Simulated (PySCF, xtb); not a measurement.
CH7FO2Si2, SMILES O[SiH2][C@@H](O)[SiH2]F.

GFN2-xTB (xtb 6.7.1) at its own geometry gives an orbital gap of 5.09 eV and a dipole moment of 0.80 D.

Coordinates come from a PBE0-D3(BJ)/def2-SVP optimisation. The structure was generated by enumeration; whether it is a known compound was not checked. One conformer was computed; it need not be the lowest.

Question: What does PBE/def2-TZVP (PySCF) give? (An estimate is asked for; the answer gives what the named calculation found.)

Answer: gap 4.59 eV (levels -6.20 and -1.61 eV), dipole 1.57 D.
